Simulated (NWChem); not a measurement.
Lowest excitation of H₃Al

SMILES: [AlH3]
```xyz
4

Al     0.0000     0.0000     0.0000
H      0.0000     0.0000     1.6008
H      1.3863     0.0000    -0.8004
H     -1.3863     0.0000    -0.8004
```
Charge 0, spin multiplicity 1.

The numbers come from NWChem runs, not from measurements. All single points use one geometry, from PBE/def2-SVP, a minimum by its harmonic frequencies.

Basis set: aug-cc-pVDZ.

```json
[
 {"method": "CIS", "lowest vertical singlet excitation energy (eV)": "6.19", "relative cost": "under 3", "difference from EOM-CCSD": "+0.71"},
 {"method": "TDA-CAM-B3LYP", "lowest vertical singlet excitation energy (eV)": "5.30", "relative cost": "3", "difference from EOM-CCSD": "-0.18"},
 {"method": "TD-B3LYP", "lowest vertical singlet excitation energy (eV)": "5.12", "relative cost": "under 3", "difference from EOM-CCSD": "-0.36"},
 {"method": "TD-PBE", "lowest vertical singlet excitation energy (eV)": "4.79", "relative cost": "under 3", "difference from EOM-CCSD": "-0.69"},
 {"method": "EOM-CCSD", "lowest vertical singlet excitation energy (eV)": "5.48", "relative cost": "1", "difference from EOM-CCSD": "0.00"}
]
```

The values span 1.40 eV, from TD-PBE (lowest) to CIS (highest). Costs are rough ratios of processor time within this set of runs, SCF included, with EOM-CCSD as 1.

The correlated methods keep 5 core orbitals frozen. B3LYP has NWChem's definition, with VWN1-RPA local correlation. GW and range-separated runs recompute their integrals, the others keep them in memory, which bears on the times. The structure started from a generated list of species. Differences from the coupled-cluster row are differences between methods, not errors against experiment.
